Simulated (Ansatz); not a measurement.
C2H4BF2N, SMILES C(=C/B(N)F)/F.

Geometry: PBE-D3(BJ)/def2-SVP. The structure was generated by enumeration; whether it is a known compound was not checked. One conformer was computed; it need not be the lowest.

Two levels are set side by side: PBE/def2-SVPD (Ansatz, an electronic-structure program) and PBE0/def2-SVPD (Ansatz). Energy differences of separate SCF runs at the same geometry; the states with an electron removed or added have multiplicity 2 and 2. Differences are taken from unrounded values.

```tsv
quantity	PBE0	PBE	PBE minus PBE0
vertical ionisation energy (eV)	9.89	9.63	-0.26
vertical singlet–triplet gap (eV)	3.83	3.91	0.08
```
